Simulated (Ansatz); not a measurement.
`C[S][SbH][CH3]` + H₂O → `[CH3][SbH][OH]` + CH₃SH  (formal hydrolysis of the Sb–S bond)

Isolated molecules relaxed with PBE0-D4/def2-TZVP in Ansatz; ΔE leaves out vibrations. CCSD(T)/CBS adds triple-zeta CCSD(T) − MP2 to the extrapolated MP2 energy (def2 sets, frozen cores). This one scheme is used for every species. DFT in def2-TZVPP. B3LYP here is the variant with VWN-RPA as its local correlation; programs differ in this. def2 core potentials past Kr. For Sb outer-core shells are correlated without core-valence functions, which leaves a few kJ/mol of doubt a bond. Each species was taken in one conformer, which may not be the lowest.

(1) Is it downhill or uphill in electronic energy at CCSD(T)/CBS, and by how much? (An estimate is asked.)

(2) What do these levels give: PBE-D4, B3LYP-D4, ωB97X-V, ωB97M-V, B2PLYP, PBE, r2SCAN, B3LYP, HF/def2-TZVPP, MP2/def2-TZVPP, MP2/def2-QZVPP, HF/CBS(def2)? (Estimate.)

Largest T1 diagnostic among the species: 0.013.

Results:

(1) The calculation gave: Uphill: ΔE = +48.3 kJ/mol.

(2) Computed: PBE-D4 48.5, B3LYP-D4 44.4, ωB97X-V 36.9, ωB97M-V 41.3, B2PLYP 38.7, PBE 42.4, r2SCAN 41.2, B3LYP 34.6, HF/def2-TZVPP 33.3, MP2/def2-TZVPP 51.2, MP2/def2-QZVPP 53.2, HF/CBS(def2) 31.0 kJ/mol.

In def2-TZVPP, CCSD(T) changes the Hartree–Fock value by +10.3 kJ/mol (the triples alone add +2.3 kJ/mol) and MP2 by +17.9 kJ/mol. From PBE to PBE0 (25 % exact exchange), in def2-TZVPP and without D4, ΔE moves by +3.9 kJ/mol.
